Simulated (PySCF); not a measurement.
Compound: C6H6BBr.
Numbering: `[Br:1][C:2]1=[CH:3][BH:4][CH:5]=[CH:6][CH:7]=[CH:8]1` (hydrogens: H9 on C3; H10 on B4; H11 on C5; H12 on C6; H13 on C7; H14 on C8)

A GFN2-xTB structure was refined with BHandHLYP/def2-SV(P) geometry optimisation, gas phase (PySCF). Its GFN2-xTB values:

| coordinate | GFN2-xTB |
| --- | --- |
| Br1–C2 | 1.945 Å |
| C2=C3 | 1.356 Å |
| C2–C8 | 1.413 Å |
| C3–B4 | 1.525 Å |
| C3–H9 | 1.085 Å |
| B4–C5 | 1.526 Å |
| B4–H10 | 1.174 Å |
| C5=C6 | 1.362 Å |
| C5–H11 | 1.086 Å |
| C6–C7 | 1.415 Å |
| C6–H12 | 1.086 Å |
| C7=C8 | 1.363 Å |
| C7–H13 | 1.084 Å |
| C8–H14 | 1.083 Å |
| Br1–C2–C3 | 117.2° |
| Br1–C2–C8 | 112.4° |
| C2–C3–B4 | 128.1° |
| C3–C2–C8 | 130.4° |
| C3–B4–C5 | 123.6° |
| B4–C5–C6 | 129.2° |
| C5–C6–C7 | 128.6° |
| C6–C7–C8 | 130.8° |

**Question.** How do these coordinates change at the BHandHLYP/def2-SV(P) level?

**Answer.** 
```json
{"coordinate": "B4–H10", "BHandHLYP/def2-SV(P) (Å or °)": "1.209", "change": "+0.035"}
{"coordinate": "Br1–C2", "BHandHLYP/def2-SV(P) (Å or °)": "1.914", "change": "-0.031"}
{"coordinate": "C2–C8", "BHandHLYP/def2-SV(P) (Å or °)": "1.427", "change": "+0.014"}
{"coordinate": "C6–C7", "BHandHLYP/def2-SV(P) (Å or °)": "1.424", "change": "+0.009"}
{"coordinate": "C2=C3", "BHandHLYP/def2-SV(P) (Å or °)": "1.360", "change": "+0.004"}
{"coordinate": "C5–H11", "BHandHLYP/def2-SV(P) (Å or °)": "1.090", "change": "+0.004"}
{"coordinate": "C7–H13", "BHandHLYP/def2-SV(P) (Å or °)": "1.088", "change": "+0.004"}
{"coordinate": "C6–H12", "BHandHLYP/def2-SV(P) (Å or °)": "1.090", "change": "+0.004"}
{"coordinate": "C3–H9", "BHandHLYP/def2-SV(P) (Å or °)": "1.088", "change": "+0.003"}
{"coordinate": "C3–B4", "BHandHLYP/def2-SV(P) (Å or °)": "1.527", "change": "+0.002"}
{"coordinate": "C8–H14", "BHandHLYP/def2-SV(P) (Å or °)": "1.085", "change": "+0.002"}
{"coordinate": "C7=C8", "BHandHLYP/def2-SV(P) (Å or °)": "1.362", "change": "-0.001"}
{"coordinate": "C5=C6", "BHandHLYP/def2-SV(P) (Å or °)": "1.363", "change": "+0.001"}
{"coordinate": "B4–C5", "BHandHLYP/def2-SV(P) (Å or °)": "1.526", "change": "0.000"}
{"coordinate": "C3–B4–C5", "BHandHLYP/def2-SV(P) (Å or °)": "125.0", "change": "+1.4"}
{"coordinate": "B4–C5–C6", "BHandHLYP/def2-SV(P) (Å or °)": "128.1", "change": "-1.1"}
{"coordinate": "C3–C2–C8", "BHandHLYP/def2-SV(P) (Å or °)": "129.7", "change": "-0.7"}
{"coordinate": "Br1–C2–C8", "BHandHLYP/def2-SV(P) (Å or °)": "112.8", "change": "+0.4"}
{"coordinate": "C5–C6–C7", "BHandHLYP/def2-SV(P) (Å or °)": "128.9", "change": "+0.3"}
{"coordinate": "Br1–C2–C3", "BHandHLYP/def2-SV(P) (Å or °)": "117.5", "change": "+0.3"}
{"coordinate": "C6–C7–C8", "BHandHLYP/def2-SV(P) (Å or °)": "131.0", "change": "+0.2"}
{"coordinate": "C2–C3–B4", "BHandHLYP/def2-SV(P) (Å or °)": "127.9", "change": "-0.2"}
```

The energy falls by 0.032 eV over 8 energy and gradient evaluations, the largest force component goes from 0.0206 to 2.9e-04 Eh/bohr, and the atoms move by 0.014 Å rms after alignment. The bond that changes most is B4–H10 (ring boron to B–H hydrogen), which lengthens by 0.035 Å. Bonds longer at the end by more than 0.005 Å: 3 of 14; shorter: 1. Rotational constants go from 3756, 749.8, 625.0 to 3752, 753.5, 627.5 MHz.

The run used 142 basis functions and 57 SCF cycles in all. The run took 50 s of wall time on one thread of an Arm Neoverse V2, no GPU, shared host with 96 logical CPUs at a one-minute load of 47, and the process peaked at 0.62 GiB of memory.

BHandHLYP/def2-SV(P) frequencies: not computed here.
